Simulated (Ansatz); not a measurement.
Frontier orbitals of C2H5AlBCl, SMILES `C[B]1[CH2][Al]1[Cl]`.

```xyz
10

C    -0.643    1.438   -0.800
B    -0.204    0.122   -0.100
C     1.052   -0.428    0.410
Al   -0.697   -1.649    0.631
Cl   -0.499   -3.526    1.550
H     0.205    2.117   -0.936
H    -1.076    1.243   -1.785
H    -1.406    1.966   -0.222
H     1.268   -1.396    0.901
H     2.001    0.112    0.351
```

The species carries charge 0 and has multiplicity 1. All single points use the PBE0-D4/def2-TZVP geometry. Basis def2-TZVPP, Ansatz 0.2.0.

Orbital energies of one run (eV). Highest occupied ones, from the top: -9.08, -9.37, -12.11, -12.33, -12.52, -13.66, -13.70, -13.91, -15.57, -16.12, -22.10, -22.99, -25.91, -76.77. Empty: 0.55, 0.88, 2.22, 2.91, 2.96, 4.17.

(1) Which functional gave them?
A. PBE
B. ωB97X-V
C. r2SCAN0
D. B97M-V

## Answers

(1) B. HOMO energies: ωB97X-V -9.08, PBE -5.94, B97M-V -6.13, r2SCAN0 -7.03 eV.
